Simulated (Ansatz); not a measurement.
System: C2H9Si2 (charge -1, singlet). It need not be the lowest isomer of its formula. Whether it binds its extra electron was not tested at this geometry. 
Structure (B3LYP-D3(BJ)/def2-TZVP (Ansatz, a program for electronic structure) minimum search):
SMILES: [SiH2-]C[SiH2]C
```xyz
13

C     -2.5366    -0.3384     0.8091
Si    -0.9274     0.4630     0.1780
C      0.4020    -0.7415    -0.2480
Si     2.1535     0.1654    -0.6043
H     -2.9489    -1.0202     0.0600
H     -2.3462    -0.9200     1.7154
H     -3.3004     0.4094     1.0428
H     -0.5176     1.4193     1.2484
H     -1.3242     1.2954    -0.9964
H      0.1068    -1.2585    -1.1692
H      0.4856    -1.4986     0.5388
H      2.5108     0.3906     0.8773
H      2.9761    -1.1355    -0.7149
```
Charge -1, spin multiplicity 1.

Basis-set convergence of Hartree-Fock and CCSD correlation energies (hartree) with Ansatz. Valence correlation only, unless marked. No spin-orbit coupling. No relativistic terms. This anion needs diffuse functions, which these sets lack.

```
basis        functions       E(HF)  E(corr, CCSD)
-----------  ---------  ----------  -------------
cc-pV(D+d)Z        119  -658.82528       -0.58209
cc-pV(T+d)Z        264  -658.87728       -0.69324
cc-pV(Q+d)Z        508  (withheld)     (withheld)
```

Problem. Complete the blanks.

Solution. 
- cc-pV(Q+d)Z, E(HF): -658.89123
- cc-pV(Q+d)Z, E(corr, CCSD): -0.72626
